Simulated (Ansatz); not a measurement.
Level of theory: PBE0-D3(BJ)/def2-TZVP (Ansatz, a program for electronic structure). No frequencies were computed at this level.

Ansatz 0.2 input:
```yaml
crystal:
  periodic: [false, false, false]
  atoms:
    - { symbol: B, position_ang: [-1.389432, -0.120352, 0.036408] }
    - { symbol: B, position_ang: [0.139169, 0.355763, 0.17016] }
    - { symbol: B, position_ang: [1.382671, 1.182342, 0.504308] }
    - { symbol: C, position_ang: [1.661022, -0.017292, -0.125937] }
    - { symbol: H, position_ang: [-1.940017, -0.737982, 0.872938] }
    - { symbol: H, position_ang: [-2.06594, 0.15519, -0.88595] }
    - { symbol: H, position_ang: [2.212526, -0.81767, -0.571927] }
basis:
  gaussian: { orbitals: def2-tzvp }
hamiltonian:
  xc: pbe0
  dispersion: d3bj
relax:
  max_steps: 150
```

Output:

```
Functional definition: PBE0
819 factors; their error is unknown
mean field evaluation 1: about -3099.5324 eV, gradient 5.2e1 eV
mean field evaluation 2: about -3087.2016 eV, gradient 7.9e1 eV
mean field evaluation 4: about -3106.5707 eV, gradient 4.8e0 eV
mean field evaluation 8: about -3106.6404 eV, gradient 2.2e-1 eV
mean field evaluation 16: about -3106.6348 eV, gradient 1.1e-4 eV
mean field -3106.63477897 eV, -114.1667223744 hartree, gradient 2.1e-5 eV, S^2 0.000000; 0 other end points of the search recorded, 0 dependent functions left out
reference -3106.63481111 eV, -114.1667235555 hartree; 12, 12 occupied and 130, 130 virtual orbitals, 819 factors
relax step   1: F+E_penalty+E_count = -3106.73593152 eV  Δ(F+E_penalty+E_count) = +0.000e0 eV  max|allowed force component| = 1.787e0 eV/Å  Δτ_max = 0.0000 Å  (29 SCF iters, accepted)
these checks for a lower state are left out or cut short: starts, cluster_reference, orbital_swaps, neighbouring_geometries, increment
819 factors; their error is unknown
mean field -3106.71070072 eV, -114.1695124474 hartree, gradient 1.1e-5 eV, S^2 0.000000; 0 other end points of the search recorded, 0 dependent functions left out
reference -3106.71073300 eV, -114.1695136335 hartree; 12, 12 occupied and 130, 130 virtual orbitals, 819 factors
relax step   2: F+E_penalty+E_count = -3106.81143775 eV  Δ(F+E_penalty+E_count) = -7.551e-2 eV  max|allowed force component| = 5.843e-1 eV/Å  Δτ_max = 0.0269 Å  (33 SCF iters, accepted)
these checks for a lower state are left out or cut short: starts, cluster_reference, orbital_swaps, neighbouring_geometries, increment
819 factors; their error is unknown
mean field evaluation 32: about -3106.7339 eV, gradient 1.8e-5 eV
mean field -3106.73386870 eV, -114.1703638549 hartree, gradient 1.8e-5 eV, S^2 0.000000; 0 other end points of the search recorded, 0 dependent functions left out
reference -3106.73390102 eV, -114.1703650425 hartree; 12, 12 occupied and 130, 130 virtual orbitals, 819 factors
relax step   3: F+E_penalty+E_count = -3106.83440617 eV  Δ(F+E_penalty+E_count) = -2.297e-2 eV  max|allowed force component| = 4.998e-1 eV/Å  Δτ_max = 0.0763 Å  (33 SCF iters, accepted)
these checks for a lower state are left out or cut short: starts, cluster_reference, orbital_swaps, neighbouring_geometries, increment
819 factors; their error is unknown
mean field -3106.73791525 eV, -114.1705125628 hartree, gradient 1.4e-5 eV, S^2 0.000000; 0 other end points of the search recorded, 0 dependent functions left out
reference -3106.73794760 eV, -114.1705137518 hartree; 12, 12 occupied and 130, 130 virtual orbitals, 819 factors
relax step   4: F+E_penalty+E_count = -3106.83912519 eV  Δ(F+E_penalty+E_count) = -4.719e-3 eV  max|allowed force component| = 5.028e-1 eV/Å  Δτ_max = 0.0687 Å  (32 SCF iters, accepted)
these checks for a lower state are left out or cut short: starts, cluster_reference, orbital_swaps, neighbouring_geometries, increment
819 factors; their error is unknown
mean field -3106.75350849 eV, -114.1710856038 hartree, gradient 1.3e-5 eV, S^2 0.000000; 0 other end points of the search recorded, 0 dependent functions left out
reference -3106.75354083 eV, -114.1710867923 hartree; 12, 12 occupied and 130, 130 virtual orbitals, 819 factors
relax step   5: F+E_penalty+E_count = -3106.85453733 eV  Δ(F+E_penalty+E_count) = -1.541e-2 eV  max|allowed force component| = 1.015e-1 eV/Å  Δτ_max = 0.0235 Å  (34 SCF iters, accepted)
these checks for a lower state are left out or cut short: starts, cluster_reference, orbital_swaps, neighbouring_geometries, increment
819 factors; their error is unknown
mean field -3106.75359511 eV, -114.1710887871 hartree, gradient 1.2e-5 eV, S^2 0.000000; 0 other end points of the search recorded, 0 dependent functions left out
reference -3106.75362733 eV, -114.1710899711 hartree; 12, 12 occupied and 130, 130 virtual orbitals, 819 factors
relax step   6: F+E_penalty+E_count = -3106.85501259 eV  Δ(F+E_penalty+E_count) = -4.753e-4 eV  max|allowed force component| = 9.079e-2 eV/Å  Δτ_max = 0.0457 Å  (33 SCF iters, accepted)
these checks for a lower state are left out or cut short: starts, cluster_reference, orbital_swaps, neighbouring_geometries, increment
819 factors; their error is unknown
mean field -3106.75457886 eV, -114.1711249392 hartree, gradient 1.5e-5 eV, S^2 0.000000; 0 other end points of the search recorded, 0 dependent functions left out
reference -3106.75461112 eV, -114.1711261246 hartree; 12, 12 occupied and 130, 130 virtual orbitals, 819 factors
relax step   7: F+E_penalty+E_count = -3106.85584934 eV  Δ(F+E_penalty+E_count) = -8.368e-4 eV  max|allowed force component| = 2.646e-2 eV/Å  Δτ_max = 0.0164 Å  (34 SCF iters, accepted)
these checks for a lower state are left out or cut short: starts, cluster_reference, orbital_swaps, neighbouring_geometries, increment
819 factors; their error is unknown
mean field evaluation 64: about -3106.7546 eV, gradient 1.3e-4 eV
mean field -3106.75462854 eV, -114.1711267649 hartree, gradient 1.4e-5 eV, S^2 0.000000; 0 other end points of the search recorded, 0 dependent functions left out
reference -3106.75466080 eV, -114.1711279506 hartree; 12, 12 occupied and 130, 130 virtual orbitals, 819 factors
relax step   8: F+E_penalty+E_count = -3106.85587241 eV  Δ(F+E_penalty+E_count) = -2.307e-5 eV  max|allowed force component| = 5.006e-3 eV/Å  Δτ_max = 0.0039 Å  (35 SCF iters, accepted)
819 factors; their error is unknown
mean field -3106.75462854 eV, -114.1711267649 hartree, gradient 1.3e-5 eV, S^2 0.000000; 1 other end points of the search recorded, 0 dependent functions left out
reference -3106.75466080 eV, -114.1711279506 hartree; 12, 12 occupied and 130, 130 virtual orbitals, 819 factors
Total energy: -3106.85590467 eV, -114.1748485941 hartree
Atom 0 at    -1.377565    -0.129513     0.031569 Å, force    -0.001063    -0.002425    -0.000883 eV/Å
Atom 1 at     0.152668     0.462509     0.224527 Å, force     0.001047     0.002948    -0.000029 eV/Å
Atom 2 at     1.451253     1.208075     0.511136 Å, force     0.000135    -0.005006    -0.002041 eV/Å
Atom 3 at     1.679542     0.026261    -0.105339 Å, force    -0.000599     0.004309     0.002618 eV/Å
Atom 4 at    -1.894563    -0.807233     0.871357 Å, force    -0.000391     0.000652     0.000050 eV/Å
Atom 5 at    -2.022819     0.116886    -0.945587 Å, force     0.000103     0.000284     0.000913 eV/Å
Atom 6 at     2.011483    -0.876986    -0.587663 Å, force     0.000768    -0.000761    -0.000627 eV/Å
Dipole moment:     0.084704    -0.138099    -0.076121 e Å
```

Cost: about 40 core-seconds (a rough figure).
